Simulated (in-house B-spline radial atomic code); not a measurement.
**Cs¹¹⁺: [Kr] 4d8**

Method: Dirac-Hartree-Fock, average of configuration, Fermi nucleus of rms radius 4.8041 fm. Calculated with a radial B-spline atomic code at the basis-set limit.

Effective charges: Z_r = [3n² - l(l+1)]/(2<r>) from the radius, Z_e = n√(-2ε) from the energy, and Slater's rules. Values are occupation-weighted means over j. An effective charge above Z reflects the relativistic contraction of the inner shells.

```
shell  electrons   ε (eV)  <r> (bohr)    Z_r    Z_e  Slater
   1s          2   -36385      0.0261  57.46  51.71   54.70
   2s          2  -5973.2      0.1115  53.79  41.91   50.85
   2p          6  -5380.4     0.09801  51.02  39.77   50.85
   3s          2  -1435.8       0.297  45.46  30.82   43.75
   3p          6  -1239.3      0.2949  42.38  28.63   43.75
   3d         10  -947.09      0.2724  38.55  25.03   33.85
   4s          2  -432.23      0.6835  35.11  22.55   27.25
   4p          6  -364.73      0.7195  31.97  20.71   27.25
   4d          8  -264.84      0.7838  26.79  17.65   16.55
```

The least bound orbital is 4d5/2 at -263.8 eV, and it is also the most diffuse (<r> = 0.7871 bohr).

Spin-orbit splittings of the orbital energies (j = l + 1/2 above j = l - 1/2 when positive): 2p 353.6 eV, 3p 69.7 eV, 3d 14.59 eV, 4p 15.06 eV, 4d 2.646 eV.

For the 1s electron the small component carries 4.12 % of the norm, the zero-frequency Breit interaction raises the level by 92.17 eV, self-energy by 53.22 eV, and vacuum polarisation lowers it by 7.574 eV.

The density falls to 0.001 bohr⁻³ at 1.995 bohr; Σ<r²> = 11.989 bohr² gives, by the non-relativistic formula and without the paramagnetism of open shells, a Langevin diamagnetic susceptibility of -9.495×10⁻⁶ cm³/mol.
